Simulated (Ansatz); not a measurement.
Program: Ansatz. Geometries: PBE0-D4/def2-TZVP. ΔE: electronic, gas phase. CCSD(T)/CBS is the MP2 limit (def2-TZVPP, def2-QZVPP) plus CCSD(T) − MP2 in def2-TZVPP, frozen cores. This one scheme is used for every species. DFT in def2-TZVPP. For Ge outer-core shells are correlated without core-valence functions, which leaves a few kJ/mol of doubt a bond. Scalar relativity is left out up to krypton.

`[CH3][Ge]([CH3])([F])[Cl]` + H–F → `[CH3][Ge]([F])([F])[Cl]` + CH₄  (ligand exchange at a Ge–C bond)

```json
{"level": "PBE-D4", "ΔE (kJ/mol)": "-72.5", "difference from CCSD(T)/CBS": "-5.2"}
{"level": "r2SCAN-D4", "ΔE (kJ/mol)": "-82.7", "difference from CCSD(T)/CBS": "-15.4"}
{"level": "PBE0-D4", "ΔE (kJ/mol)": "-70.0", "difference from CCSD(T)/CBS": "-2.7"}
{"level": "ωB97X-V", "ΔE (kJ/mol)": "-79.8", "difference from CCSD(T)/CBS": "-12.5"}
{"level": "ωB97M-V", "ΔE (kJ/mol)": "-76.7", "difference from CCSD(T)/CBS": "-9.4"}
{"level": "PBE", "ΔE (kJ/mol)": "-76.6", "difference from CCSD(T)/CBS": "-9.3"}
{"level": "PBE0", "ΔE (kJ/mol)": "-73.7", "difference from CCSD(T)/CBS": "-6.4"}
{"level": "HF/def2-TZVPP", "ΔE (kJ/mol)": "-94.7", "difference from CCSD(T)/CBS": "-27.4"}
{"level": "MP2/def2-TZVPP", "ΔE (kJ/mol)": "-68.6", "difference from CCSD(T)/CBS": "-1.3"}
{"level": "SCS-MP2/def2-TZVPP", "ΔE (kJ/mol)": "-75.9", "difference from CCSD(T)/CBS": "-8.6"}
{"level": "CCSD/def2-TZVPP", "ΔE (kJ/mol)": "-73.1", "difference from CCSD(T)/CBS": "-5.8"}
{"level": "HF/def2-QZVPP", "ΔE (kJ/mol)": "-96.8", "difference from CCSD(T)/CBS": "-29.5"}
{"level": "MP2/def2-QZVPP", "ΔE (kJ/mol)": "-66.8", "difference from CCSD(T)/CBS": "0.5"}
{"level": "HF/CBS(def2)", "ΔE (kJ/mol)": "-97.1", "difference from CCSD(T)/CBS": "-29.8"}
{"level": "MP2/CBS(def2)", "ΔE (kJ/mol)": "-64.1", "difference from CCSD(T)/CBS": "3.2"}
{"level": "CCSD/CBS(def2)", "ΔE (kJ/mol)": "-68.7", "difference from CCSD(T)/CBS": "-1.4"}
{"level": "CCSD(T)/CBS", "ΔE (kJ/mol)": "-67.3", "difference from CCSD(T)/CBS": "0"}
```

Largest T1 diagnostic among the species: 0.011.

In def2-TZVPP, CCSD(T) changes the Hartree–Fock value by +23.0 kJ/mol (the triples alone add +1.4 kJ/mol) and MP2 by +26.1 kJ/mol. The D4 term adds +6.5 kJ/mol with B3LYP and +3.7 kJ/mol with PBE0; it sums over pairs of atoms, weighted by their polarisabilities, and B3LYP, whose exchange is more repulsive, gets the larger term.

B3LYP here is the variant with VWN-RPA as its local correlation; programs differ in this.
